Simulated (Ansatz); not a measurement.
C2H6TeZn, SMILES `[CH3][Zn][Te]C`, relaxed with RKS PBE0-D4/def2-TZVP in the Gaussian-basis code of Ansatz from a GFN2-xTB geometry. The force threshold is 0.005 eV/Å; the program also tests the step.

Total charge 0; spin multiplicity 1. Te: def2 effective core potential.

Start:

```xyz
10

C    -0.645   -1.726   -1.011
Zn   -0.605   -1.011    0.895
Te    0.002    0.835    2.521
C     0.708    1.751    0.674
H    -1.231   -1.074   -1.654
H     0.361   -1.778   -1.422
H    -1.073   -2.720   -1.084
H     0.212    2.699    0.525
H     1.774    1.918    0.732
H     0.498    1.105   -0.177
```

(1) How much energy does the relaxation release, and in how many steps? (Best estimate.)

(2) Which bonds change most? (Estimate.)

(3) Give the relaxed structure. (Best estimate.)

Results:

(1) Ansatz gave: 26.69 kJ/mol, in 33 steps, 7 of them rejected.

(2) Ansatz gave: C1–Zn2 from 2.036 to 1.946 Å; Zn2–Te3 from 2.534 to 2.489 Å; Te3–C4 from 2.179 to 2.162 Å; C4–H8 from 1.080 to 1.088 Å.

(3) The calculation gave: 
```xyz
10

C    -0.730   -2.220   -1.130
Zn   -0.584   -0.856    0.249
Te   -0.402    0.885    2.020
C     0.846    2.240    0.888
H    -1.352   -1.870   -1.956
H     0.256   -2.477   -1.523
H    -1.181   -3.126   -0.719
H     1.030    3.091    1.541
H     1.790    1.762    0.637
H     0.328    2.571   -0.007
```
